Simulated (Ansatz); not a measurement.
Wavefunction ladder for `O=C=C[TeH]`

```json
{"atom": "O1", "x (Å)": "0.398", "y (Å)": "-1.558", "z (Å)": "1.671"}
{"atom": "C2", "x (Å)": "0.493", "y (Å)": "-0.801", "z (Å)": "0.803"}
{"atom": "C3", "x (Å)": "0.571", "y (Å)": "0.049", "z (Å)": "-0.188"}
{"atom": "Te4", "x (Å)": "-1.144", "y (Å)": "0.216", "z (Å)": "-1.362"}
{"atom": "H5", "x (Å)": "1.478", "y (Å)": "0.594", "z (Å)": "-0.397"}
{"atom": "H6", "x (Å)": "-1.797", "y (Å)": "1.500", "z (Å)": "-0.526"}
```

The species carries charge 0 and has multiplicity 1. Correlated methods include outer-core shells of Te, which these sets cover unevenly. Te takes the def2 core potential. All single points use the PBE0-D4/def2-TZVP geometry. Frozen core, restricted reference, the Gaussian-basis code of Ansatz.

| basis | HF (Eh) | MP2 corr. | CCSD corr. | (T) | CCSD(T) total |
| --- | --- | --- | --- | --- | --- |
| def2-SVP | -418.58948 | -0.55302 | -0.57396 | ? | ? |
| def2-TZVPP | -418.78536 | -0.99717 | ? | ? | ? |
| def2-QZVPP | ? | -1.19394 | – | – | – |

(1) Fill in the withheld values. (An estimate is asked.)

## Answers

(1) The calculation gave: def2-SVP (T): -0.02239; def2-SVP CCSD(T) total: -419.18583; def2-TZVPP CCSD corr.: -0.98010; def2-TZVPP (T): -0.03858; def2-TZVPP CCSD(T) total: -419.80404; def2-QZVPP HF (Eh): -418.79395.
